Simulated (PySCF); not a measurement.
Electron correlation in Te (tellurium, neutral)

[Kr] 4d10 5s2 5p4, high-spin 3P determinant. Computed with PySCF 2.14 in dyall-av2z (22s16p12d, 130 functions), with the non-relativistic Hamiltonian (point nucleus). Frozen: [Kr] 4d10; 6 electrons correlated; the 62 highest virtual orbitals of each spin left out.

| level | correlation energy (mhartree) |
| --- | --- |
| CCSD | -83.55 |
| (T) | -1.69 |
| CCSD(T) | -85.24 |

Diagnostics: T1 = 0.0094, D1 = 0.0295, largest double amplitude 0.046.

Is a single reference adequate?

Yes, within this model without spin-orbit coupling: T1 lies below 0.03 and no double amplitude reaches 0.07.
